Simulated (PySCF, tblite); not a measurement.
Isomers of C6H5F2O (doublet state), one GFN2-xTB conformer each. Single-point energies are computed at B3LYP/pcH-1 (PySCF, gas phase, no added dispersion term), electronic only. GFN2-xTB treats the open shell by occupation alone, and not every SCF solution was tested for stability.

```
                        SMILES  GFN2-xTB relative energy (kJ/mol)
O=C=C(F)[C@@H]1[CH][C@@H](F)C1                              231.3
     OC1=C(F)C=C[C@@H](F)[CH]1                               27.1
          OC1=C(F)[CH]CC(F)=C1                                0.0
           OC1=C(F)C=C[C](F)C1                               13.0
         O[C]1C=C(F)C=C[C@H]1F                               13.6
```

Conformers: `[O:1]=[C:2]=[C:3]([F:4])[C@@H:5]1[CH:6][C@@H:7]([F:8])[CH2:9]1` (doublet state) with C2–C3–C5–C6 -129°; `[OH:1][C:2]1=[C:3]([F:4])[CH:5]=[CH:6][C@@H:7]([F:8])[CH:9]1` (doublet state) with H–O1–C2–C3 -1°; `[OH:1][C:2]1=[C:3]([F:4])[CH:5][CH2:6][C:7]([F:8])=[CH:9]1` (doublet state) with H–O1–C2–C3 0°; `[OH:1][C:2]1=[C:3]([F:4])[CH:5]=[CH:6][C:7]([F:8])[CH2:9]1` (doublet state) with H–O1–C2–C3 180°; `[OH:1][C:2]1[CH:3]=[C:4]([F:5])[CH:6]=[CH:7][C@H:8]1[F:9]` (doublet state) with H–O1–C2–C3 -168°.

**Question.** What does B3LYP/pcH-1 give for the same structures?

**Answer.** 
```
                        SMILES  B3LYP/pcH-1 E (Eh)  B3LYP/pcH-1 (kJ/mol)  GFN2-xTB (kJ/mol)  point group
         O[C]1C=C(F)C=C[C@H]1F          -506.52109                   0.0               13.6           C1
          OC1=C(F)[CH]CC(F)=C1          -506.51958                   4.0                0.0           Cs
           OC1=C(F)C=C[C](F)C1          -506.51479                  16.5               13.0           Cs
     OC1=C(F)C=C[C@@H](F)[CH]1          -506.51389                  18.9               27.1           C1
O=C=C(F)[C@@H]1[CH][C@@H](F)C1          -506.42574                 250.3              231.3            –
```

GFN2-xTB puts OC1=C(F)[CH]CC(F)=C1 lowest instead; measured from each level's own lowest isomer, the values differ by up to 19.0 kJ/mol (O=C=C(F)[C@@H]1[CH][C@@H](F)C1: 231.3 against 250.3). As drawn, the lowest has an O–H bond, which the highest lacks; the highest has a four-membered ring, which the lowest lacks. Neighbours under 21 kJ/mol apart (O[C]1C=C(F)C=C[C@H]1F and OC1=C(F)[CH]CC(F)=C1; OC1=C(F)[CH]CC(F)=C1 and OC1=C(F)C=C[C](F)C1; OC1=C(F)C=C[C](F)C1 and OC1=C(F)C=C[C@@H](F)[CH]1) can change places with a better method, another conformer or zero-point energy.

**Question.** What happens when harmonic zero-point energies from GFN2-xTB frequencies are added?

**Answer.** 
| SMILES | ZPE (kJ/mol) | electronic (kJ/mol) | with ZPE (kJ/mol) |
| --- | --- | --- | --- |
| O[C]1C=C(F)C=C[C@H]1F | 247.3 | 0.0 | 0.0 |
| OC1=C(F)[CH]CC(F)=C1 | 247.4 | 4.0 | 4.1 |
| OC1=C(F)C=C[C](F)C1 | 246.6 | 16.5 | 15.9 |
| OC1=C(F)C=C[C@@H](F)[CH]1 | 246.7 | 18.9 | 18.4 |
| O=C=C(F)[C@@H]1[CH][C@@H](F)C1 | 242.1 | 250.3 | 245.1 |

The zero-point energies span 5.3 kJ/mol. The order is unchanged.
